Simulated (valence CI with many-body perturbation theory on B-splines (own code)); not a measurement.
## W XXXIV: E2, M1 decay

Method: valence CI with perturbative core correlation (CI+MBPT): five valence electrons over a frozen Dirac-Fock core [Kr], a basis of 7 s, 7 p, 8 d, 6 f, 4 g, 1 h functions for each j, with the one-electron correlation potential Σ1 (screened to all orders), the two-electron term Σ2, the three-electron term Σ3, Breit, model QED; selected single and double excitations, second order for the rest, scaled by the run's own slope (own B-spline code, finite nucleus).

The last digits are not significant, and no measured levels were compared; by estimate large intervals hold to a few tenths of a per cent, small ones and those within an open d or f shell to about a per cent. The list stops below the first excitations out of the core.

Lines 51 to 100 of 120 in falling wavelength, among levels below 124.967 eV, chosen from the decays that carry over 1 % of a level's rate. Wavelengths and rates use the calculated energies. Electric multipoles are in the length gauge, E1 and E2 with the static RPA response of the core. Weak lines are less certain than strong ones. Lines between different terms over intervals too small for the method are left out, as are lines whose strength nearly cancels.

Levels are named by their leading jj configuration (3d3/2^4 stands for four electrons in 3d with j = 3/2), which in mixed levels can hold well under half, so a name can repeat and another be missing. Letters in brackets count levels of one name in rising energy.

```tsv
λ vac (Å)	Upper	Lower	Type	A (s⁻¹)	Branch %
719.0	(4d3/2^2 4d5/2^3) J=5/2 [c]	(4d3/2^3 4d5/2^2) J=7/2 [b]	M1	2.02e+04	27.5
718.2	(4d3/2^2 4d5/2^3) J=1/2 [a]	(4d3/2^3 4d5/2^2) J=3/2 [a]	M1	4.17e+04	63.3
718.1	(4d3/2^2 4d5/2^3) J=5/2 [a]	(4d3/2^3 4d5/2^2) J=5/2 [a]	M1	9.28e+04	90.7
714.8	(4d3/2^3 4d5/2^2) J=7/2 [a]	(4d3/2^4 4d5/2) J=5/2	M1	2.17e+04	97.5
711.2	(4d3/2^2 4d5/2^3) J=13/2	(4d3/2^3 4d5/2^2) J=11/2	M1	7.57e+03	99.4
695.1	(4d3/2^3 4d5/2^2) J=3/2 [a]	(4d3/2^4 4d5/2) J=5/2	M1	5.59e+04	100.0
683.2	(4d3/2^2 4d5/2^3) J=3/2 [a]	(4d3/2^3 4d5/2^2) J=3/2 [a]	M1	4.84e+04	45.2
679.6	(4d3/2 4d5/2^4) J=3/2 [a]	(4d3/2^2 4d5/2^3) J=5/2 [b]	M1	1.89e+04	12.5
666.6	(4d3/2^2 4d5/2^3) J=5/2 [b]	(4d3/2^3 4d5/2^2) J=3/2 [a]	M1	8.01e+03	14.2
664.4	(4d3/2^2 4d5/2^3) J=7/2 [b]	(4d3/2^3 4d5/2^2) J=5/2 [b]	M1	1.04e+03	5.1
663.2	(4d3/2 4d5/2^4) J=3/2 [a]	(4d3/2^2 4d5/2^3) J=3/2 [a]	M1	5.93e+04	39.1
658.4	(4d3/2 4d5/2^4) J=11/2	(4d3/2^2 4d5/2^3) J=13/2	M1	1.36e+04	13.7
657.6	(4d3/2^2 4d5/2^3) J=3/2 [b]	(4d3/2^3 4d5/2^2) J=1/2	M1	5.36e+03	17.9
653.3	(4d3/2^2 4d5/2^3) J=9/2 [b]	(4d3/2^3 4d5/2^2) J=9/2	M1	4.16e+04	56.0
649.4	(4d3/2^2 4d5/2^3) J=5/2 [b]	(4d3/2^3 4d5/2^2) J=7/2 [a]	M1	1.74e+04	30.8
647.1	(4d3/2^2 4d5/2^3) J=5/2 [c]	(4d3/2^3 4d5/2^2) J=5/2 [b]	M1	1.28e+03	1.7
639.6	(4d3/2 4d5/2^4) J=7/2 [a]	(4d3/2^2 4d5/2^3) J=9/2 [a]	M1	4.12e+04	34.5
633.2	(4d3/2 4d5/2^4) J=3/2 [a]	(4d3/2^2 4d5/2^3) J=1/2 [a]	M1	4.73e+04	31.2
630.8	(4d3/2^2 4d5/2^3) J=7/2 [b]	(4d3/2^3 4d5/2^2) J=9/2	M1	1.11e+04	54.2
628.8	(4d3/2^2 4d5/2^3) J=3/2 [b]	(4d3/2^3 4d5/2^2) J=5/2 [b]	M1	1.10e+04	36.7
626.2	(4d3/2^3 4d5/2^2) J=9/2	(4d3/2^4 4d5/2) J=5/2	E2	7.84e+00	6.9
623.4	(4d3/2^2 4d5/2^3) J=7/2 [c]	(4d3/2^3 4d5/2^2) J=7/2 [b]	M1	1.60e+04	37.6
621.5	(4d3/2 4d5/2^4) J=5/2 [a]	(4d3/2^2 4d5/2^3) J=5/2 [a]	M1	1.05e+05	65.1
616.0	(4d3/2^2 4d5/2^3) J=7/2 [a]	(4d3/2^3 4d5/2^2) J=5/2 [a]	M1	1.23e+04	23.2
606.0	(4d3/2 4d5/2^4) J=11/2	(4d3/2^2 4d5/2^3) J=9/2 [a]	M1	1.76e+04	17.7
605.5	(4d3/2^2 4d5/2^3) J=9/2 [b]	(4d3/2^3 4d5/2^2) J=11/2	M1	1.41e+04	18.9
600.6	(4d3/2 4d5/2^4) J=7/2 [a]	(4d3/2^2 4d5/2^3) J=7/2 [a]	M1	3.59e+04	30.1
599.4	(4d3/2^2 4d5/2^3) J=1/2 [b]	(4d3/2^3 4d5/2^2) J=1/2	M1	2.26e+04	36.5
596.3	(4d3/2^3 4d5/2^2) J=5/2 [b]	(4d3/2^4 4d5/2) J=5/2	M1	7.20e+02	17.8
596.3	(4d3/2^3 4d5/2^2) J=5/2 [b]	(4d3/2^4 4d5/2) J=5/2	E2	5.00e+01	1.2
591.7	(4d3/2^2 4d5/2^3) J=3/2 [c]	(4d3/2^2 4d5/2^3) J=5/2 [a]	M1	3.39e+02	1.3
588.5	(4d3/2 4d5/2^4) J=11/2	(4d3/2^2 4d5/2^3) J=11/2	M1	5.91e+04	59.5
578.5	(4d3/2^2 4d5/2^3) J=9/2 [b]	(4d3/2^3 4d5/2^2) J=7/2 [a]	M1	1.24e+04	16.7
572.5	(4d3/2^3 4d5/2^2) J=1/2	(4d3/2^4 4d5/2) J=5/2	E2	2.54e+01	3.2
568.6	(4d3/2^2 4d5/2^3) J=7/2 [c]	(4d3/2^3 4d5/2^2) J=5/2 [b]	M1	8.14e+03	19.1
567.0	(4d3/2 4d5/2^4) J=5/2 [a]	(4d3/2^3 4d5/2^2) J=3/2 [b]	M1	1.75e+03	1.1
560.8	(4d3/2^2 4d5/2^3) J=7/2 [b]	(4d3/2^3 4d5/2^2) J=7/2 [a]	M1	7.96e+02	3.9
560.7	(4d3/2^2 4d5/2^3) J=5/2 [c]	(4d3/2^3 4d5/2^2) J=3/2 [a]	M1	1.18e+04	16.1
558.0	(4d3/2^2 4d5/2^3) J=5/2 [d]	(4d3/2^2 4d5/2^3) J=5/2 [a]	M1	2.62e+04	37.0
548.5	(4d3/2^2 4d5/2^3) J=5/2 [c]	(4d3/2^3 4d5/2^2) J=7/2 [a]	M1	2.84e+04	38.7
546.8	(4d3/2^2 4d5/2^3) J=3/2 [b]	(4d3/2^3 4d5/2^2) J=3/2 [a]	M1	1.03e+04	34.2
546.0	(4d3/2^3 4d5/2^2) J=7/2 [b]	(4d3/2^4 4d5/2) J=5/2	M1	1.50e+03	86.6
543.9	(4d3/2^2 4d5/2^3) J=7/2 [c]	(4d3/2^3 4d5/2^2) J=9/2	M1	1.71e+04	40.2
542.1	(4d3/2^2 4d5/2^3) J=3/2 [c]	(4d3/2^3 4d5/2^2) J=3/2 [b]	M1	9.62e+03	36.5
541.6	(4d3/2^2 4d5/2^3) J=9/2 [c]	(4d3/2^3 4d5/2^2) J=7/2 [b]	M1	1.70e+04	69.5
533.0	(4d3/2^2 4d5/2^3) J=3/2 [a]	(4d3/2^3 4d5/2^2) J=5/2 [a]	M1	3.51e+04	32.8
527.5	(4d3/2 4d5/2^4) J=7/2 [a]	(4d3/2^2 4d5/2^3) J=5/2 [a]	M1	5.04e+03	4.2
513.6	(4d3/2^2 4d5/2^3) J=5/2 [d]	(4d3/2^3 4d5/2^2) J=3/2 [b]	M1	1.40e+04	19.8
506.0	(4d3/2^2 4d5/2^3) J=1/2 [b]	(4d3/2^3 4d5/2^2) J=3/2 [a]	M1	3.71e+04	59.9
502.1	(4d3/2 4d5/2^4) J=3/2 [a]	(4d3/2^2 4d5/2^3) J=5/2 [a]	M1	1.38e+04	9.1
```
